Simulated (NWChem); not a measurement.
Species: CClF, singlet; SMILES Cl[C]F

```xyz
3

F     -0.2802     1.4574     0.0000
C      0.6694     0.5905     0.0000
Cl    -0.0879    -0.9800     0.0000
```
Atoms are numbered in this order, from 1.

Low-valent species are run as closed-shell singlets; no triplet was tried in these runs. Geometry: optimised at PBE0/def2-SVP.

Symmetry labels are those of Cs in the frame above (b1 and b2, or b-type labels, depend on it). States above −ε(HOMO) = 6.7 eV lie in this functional's continuum and hang on the basis.

**Question.** List the 6 lowest vertical singlet excitations from PBE/def2-SVPD, TDA (NWChem).

**Answer.** 
```json
[
 {"state": "S1", "energy (eV)": "3.55", "oscillator strength": "0.012", "symmetry": "a\"", "leading excitation (squared amplitude)": "HOMO → LUMO (0.96)"},
 {"state": "S2", "energy (eV)": "4.73", "oscillator strength": "0.001", "symmetry": "a\"", "leading excitation (squared amplitude)": "HOMO−1 → LUMO (0.98)"},
 {"state": "S3", "energy (eV)": "6.04", "oscillator strength": "0.002", "symmetry": "a'", "leading excitation (squared amplitude)": "HOMO−2 → LUMO (0.62)"},
 {"state": "S4", "energy (eV)": "7.31", "oscillator strength": "0.278", "symmetry": "a'", "leading excitation (squared amplitude)": "HOMO → LUMO+1 (0.47)"},
 {"state": "S5", "energy (eV)": "7.54", "oscillator strength": "0.085", "symmetry": "a'", "leading excitation (squared amplitude)": "HOMO → LUMO+2 (0.86)"},
 {"state": "S6", "energy (eV)": "8.14", "oscillator strength": "0.030", "symmetry": "a'", "leading excitation (squared amplitude)": "HOMO → LUMO+3 (0.96)"}
]
```
